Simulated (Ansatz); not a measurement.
`C[Si](C)(C)P` + `OBF` → `C[Si](C)(C)OBF` + PH₃  (cleavage of the Si–P bond)

Program: Ansatz. Geometries: PBE0-D4/def2-TZVP. ΔE: electronic, gas phase. CBS: MP2 limit from def2 TZ/QZ plus the TZ coupled-cluster correction, frozen cores. This one scheme is used for every species. DFT in def2-TZVPP. B3LYP here is the variant with VWN-RPA as its local correlation; programs differ in this. Each species was taken in one conformer, which may not be the lowest.

`C[Si](C)(C)P`:

Z-matrix (Å, degrees):
```
C
Si 1 1.874
H 1 1.093 2 111.1
H 1 1.094 2 110.6 3 119.9
H 1 1.093 2 111.1 3 -120.1
C 2 1.874 1 110.0 3 -59.2
C 2 1.874 1 110.0 3 179.2
P 2 2.266 1 112.3 3 60.1
H 6 1.093 2 111.3 1 59.8
H 6 1.092 2 111.2 1 -179.8
H 6 1.094 2 110.5 1 -59.9
H 7 1.093 2 111.2 1 179.8
H 7 1.094 2 110.5 1 59.9
H 7 1.093 2 111.3 1 -59.8
H 8 1.422 2 94.3 1 -47.1
H 8 1.422 2 94.2 1 46.6
```

`OBF`:

Z-matrix (Å, degrees):
```
B
O 1 1.344
F 1 1.332 2 120.3
H 1 1.192 2 120.1 3 -180.0
H 2 0.963 1 113.4 3 -0.0
```

`C[Si](C)(C)OBF`:

Z-matrix (Å, degrees):
```
C
Si 1 1.863
H 1 1.094 2 110.8
H 1 1.093 2 110.9 3 119.9
H 1 1.093 2 111.1 3 -119.8
C 2 1.860 1 111.5 3 62.7
C 2 1.863 1 111.4 3 -62.6
O 2 1.680 1 108.5 3 178.1
H 6 1.093 2 110.9 1 57.5
H 6 1.093 2 110.9 1 177.4
H 6 1.093 2 110.9 1 -62.5
H 7 1.093 2 111.1 1 -177.6
H 7 1.093 2 110.9 1 -57.3
H 7 1.094 2 110.8 1 62.6
B 8 1.334 2 133.9 1 60.5
F 15 1.339 8 120.4 2 -0.0
H 15 1.196 8 121.9 2 180.0
```

PH₃:

Z-matrix (Å, degrees):
```
P
H 1 1.420
H 1 1.420 2 93.1
H 1 1.420 2 93.1 3 93.3
```

Q: Is it downhill or uphill in electronic energy at CCSD(T)/CBS, and by how much? (Estimate.)

A: The calculation gave: Downhill: ΔE = -85.1 kJ/mol.

Q: What do these levels give: LDA (SPW92), revPBE-D4, r2SCAN0-D4, CAM-B3LYP-D4, B2PLYP, B3LYP, r2SCANh, CAM-B3LYP, LC-ωPBE, RPA@PBE/def2-TZVPP, CCSD/def2-SVP, CCSD(T)/def2-SVP? (Estimate.)

A: The calculation gave: LDA (SPW92) -73.1, revPBE-D4 -64.9, r2SCAN0-D4 -84.5, CAM-B3LYP-D4 -95.5, B2PLYP -89.8, B3LYP -90.2, r2SCANh -83.8, CAM-B3LYP -96.8, LC-ωPBE -80.8, RPA@PBE/def2-TZVPP -89.5, CCSD/def2-SVP -84.9, CCSD(T)/def2-SVP -82.2 kJ/mol.

Largest T1 diagnostic among the species: 0.013.

Leaving LDA and LC-ωPBE aside and taking each functional with its dispersion term where it has one, the values, not all of them listed here, spread over 31.0 kJ/mol, from BHLYP-D4 to revPBE-D4. LDA lies −5.3 kJ/mol from PBE without D4. From PBE to PBE0 (25 % exact exchange), in def2-TZVPP and without D4, ΔE moves by −5.5 kJ/mol.
